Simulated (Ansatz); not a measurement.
## What each rung costs, and what it gives

Saddle point of SiN₃H₇O, closed shell (SiN₃H₇O ([NH2][Si]([NH2])([NH2])[OH]) → SiN₂H₄O ([NH2][Si]([NH2])[O]) + NH₃ (still joined by a long Si–N bond); bonds formed: N2–H4; bonds broken: O3–H4; bonds weakened to dative contacts: Si1–N2), PBE0-D4/def2-TZVP structure:

```xyz
12
angstrom
Si -0.3250 -0.2438 0.1153
N 0.8368 0.9728 0.9633
O -0.9366 -0.4543 1.5573
H 0.0713 0.4734 1.7585
N -1.0703 0.6117 -1.1660
N 0.5049 -1.5416 -0.5913
H 1.8118 0.7183 1.0470
H 0.7505 1.9655 0.7910
H -1.4770 0.0663 -1.9101
H -1.6695 1.3922 -0.9462
H 0.6476 -2.3984 -0.0870
H 0.8555 -1.5622 -1.5319
```

Barriers are electronic and count from the start structure reached by relaxing down the imaginary mode.

Computed with Ansatz 0.2.0 (basis: as named in each row); correlated methods freeze the cores. B3LYP uses VWN-RPA correlation. Extrapolation: Hartree–Fock as exp(−7.88 √X), correlation as X^−2.97.

Times are rough, for one single point on 8 threads of a shared host (Arm Neoverse V2).

The estimate by CCSD(T) at an estimated basis limit (MP2 extrapolated from triple and quadruple zeta, plus CCSD(T) − MP2 in triple zeta) is 171.1 kJ/mol.

```csv
method,basis,time (s),barrier (kJ/mol),method less estimate
HF,STO-3G,under 1,325.9,154.8
PBE-D4,STO-3G,under 1,129.2,-41.9
SPW92,def2-SVP,under 1,116.6,-54.6
B3LYP-D4,6-31G,under 1,163.3,-7.8
PBE-D4,def2-SVP,under 1,130.1,-41.1
PBE0-D4,def2-SVP,under 1,152.1,-19.0
SPW92,def2-TZVPP,under 1,127.5,-43.6
PBE-D4,def2-TZVPP,1,139.4,-31.7
BLYP-D4,def2-TZVPP,1,150.0,-21.1
B3LYP-D4,def2-TZVPP,1,164.5,-6.7
BHLYP-D4,def2-TZVPP,1,186.1,15.0
PBE0-D4,def2-TZVPP,2,158.8,-12.3
CAM-B3LYP-D4,def2-TZVPP,2,168.5,-2.7
r2SCAN-D4,def2-TZVPP,2,155.7,-15.5
wB97M-V,def2-SVP,2,159.3,-11.8
r2SCAN0-D4,def2-TZVPP,2,168.5,-2.6
PBE-QIDH,def2-TZVPP,3,167.9,-3.2
CCSD(T),def2-SVP,3,166.6,-4.5
B2PLYP,def2-TZVPP,3,164.8,-6.4
RPA on PBE,def2-TZVPP,3,167.2,-3.9
wB97X-V,def2-TZVPP,4,168.2,-3.0
B97M-V,def2-TZVPP,4,170.1,-1.1
wB97M-V,def2-TZVPP,4,167.1,-4.0
MP2,def2-QZVPP,12,164.1,-7.0
CCSD(T),def2-TZVPP,93,170.2,-0.9
```

All methods are single points on the PBE0-D4 structures.

No T1 diagnostic of these runs exceeds 0.013.

Labels in which every atom is bracketed show which atoms are joined, not bond orders.
